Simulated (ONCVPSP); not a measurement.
# Potentials for Ge compared

Generated with ld1.x 7.5 (TM, RRKJ, ultrasoft, PAW), atompaw 4.2 or ONCVPSP 4.0.1. The cutoff is in Ry: for ld1.x and atompaw files where the sum of valence levels is converged to 10 mRy in a Bessel basis, for ONCV files where the hardest occupied wave has 1 mHa per electron of residual kinetic energy. The error is the largest all-electron minus pseudo excitation energy over each file’s own four to seven test configurations (ionisations up to +4, promotions, holes and added fractions of an electron), all of which were solved. The labels leave out finer settings (local radius, basis sizes, second energies), which also bear on the numbers. Spin-polarised tests are not counted. The rows are a selection from randomly drawn settings: files with unsolved tests, undetermined cutoffs or missed reference levels are left out.

A true bound ghost makes a file unfit for plane-wave use even where its test errors are small: the radial tests pick states by their node count and pass the ghost by.

| potential | cutoff (Ry) | largest error (meV) | bound ghosts |
| --- | --- | --- | --- |
| ONCV, BLYP, scalar-relativistic, rc 1.85/2.20/1.10/2.00 (spdf), local d, core correction yes, reference 3d10 4s2 4p1, qcut 3.1/3.1/16.6/5.9, projectors 2/1/0/2 | 210 | -37 | s, p |
| ONCV, PBE, scalar-relativistic, rc 1.15/0.75/1.00 (spd), local smoothed, core correction yes, reference 3s2 3p6 3d10 4s2, qcut 13.2/22.5/17.9, projectors 2/3/2 | 293 | -51 | none |
| ONCV, PBE, scalar-relativistic, rc 1.00/1.05/0.80 (spd), local smoothed, core correction yes, reference 3s2 3p6 3d10 4s2 4p1, qcut 9.6/10.3/19.4, projectors 2/2/2 | 301 | -173 | none |
| ONCV, PBEsol, scalar-relativistic, rc 1.55/2.25/0.85 (spd), local smoothed, core correction no, reference 3d10 4s2 4p0.5, qcut 3.8/3.4/18.9, projectors 2/2/2 | 280 | -2.2 | none |
| ONCV, LDA (Perdew-Wang 92), scalar-relativistic, rc 1.75/1.75 (sp), local smoothed, core correction yes, reference 4s2, qcut 2.9/4.1, projectors 2/2 | 123 | -65 | none |
| ONCV, BLYP, scalar-relativistic, rc 1.20/1.30/0.65 (spd), local smoothed, core correction yes, reference 3s2 3p6 3d10 4s2 4p1.75, qcut 10.7/12.9/14, projectors 2/2/2 | 1127 | -12 | none |

(1) Fill in the row for Ge: ONCV, PBEsol, fully relativistic, rc 1.90/1.65 (sp), local smoothed, core correction yes, reference 4s2 4p2, qcut 3/5.9, projectors 2/1.

(2) Fill in the row for Ge: ONCV, PBE, scalar-relativistic, rc 1.50/2.40/1.50 (spd), local d, core correction yes, reference 4s2 4p1.5, qcut 3.5/3.8/5.3, projectors 2/2/0.

Results:

(1) cutoff 64 Ry, largest error -335 meV, bound ghosts: none.

(2) cutoff 34 Ry, largest error -48 meV, bound ghosts: none.
